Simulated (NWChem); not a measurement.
# CH₄BeS; SMILES [BeH][S]C

```xyz
7

Be    -0.6888    -1.6277     0.0003
H     -1.5742    -2.6352    -0.0003
S      0.5962    -0.2064     0.0000
C     -0.5122     1.2769     0.0004
H     -1.2148     1.2674    -0.8536
H      0.1489     2.1580    -0.1001
H     -1.0713     1.3618     0.9508
```
Atoms are numbered in this order, from 1.

Coordinates come from a PBE-D3(BJ)/def2-SVP optimisation. B3LYP is NWChem's, with the RPA form of VWN correlation.

Task: List the 6 lowest vertical singlet excitations from B3LYP/6-31G* (spherical d), TDA (NWChem).

Result: 
```
state  energy (eV)  oscillator strength  leading excitation (squared amplitude)
-----  -----------  -------------------  --------------------------------------
S1            4.52                0.000                      HOMO → LUMO (1.00)
S2            5.68                0.018                    HOMO−1 → LUMO (0.65)
S3            6.16                0.115                    HOMO → LUMO+1 (0.59)
S4            6.54                0.003                  HOMO−1 → LUMO+1 (0.90)
S5            6.85                0.020                    HOMO → LUMO+2 (0.91)
S6            7.19                0.054                    HOMO−2 → LUMO (0.95)
```
